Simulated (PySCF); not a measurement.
ZrF4, SMILES [F][Zr]([F])([F])[F], multiplicity 1. Geometry optimised at B3LYP-D3(BJ)/def2-SVP. The spin state was assumed, not searched. The isomer is the one that the SMILES or the coordinates give; other isomers of the formula were not compared. The def2 effective core potentials stand for the cores of Zr; spin–orbit coupling is left out.

The numbers are results of B3LYP-D3(BJ)/def2-SVP (PySCF), not measurements.

Harmonic wavenumbers (cm⁻¹): 157, 157, 169, 169, 169, 680, 704, 704, 704. Rotational constants (GHz): 2.752, 2.752, 2.752; symmetry number 12.

### Question
Work out the zero-point energy and the ideal-gas rigid-rotor harmonic-oscillator thermochemistry at 298.15 K and 1 atm.

### Answer
ZPE = ½ Σ hcν = ½ × 3612 cm⁻¹ = 21.60 kJ/mol. H − E(el) = 40.84 kJ/mol. Entropy in J/(mol K): translation 172.59, rotation 92.88, vibration 57.54, total 323.00. G − E(el) = -55.46 kJ/mol. Cp = 86.67 J/(mol K).
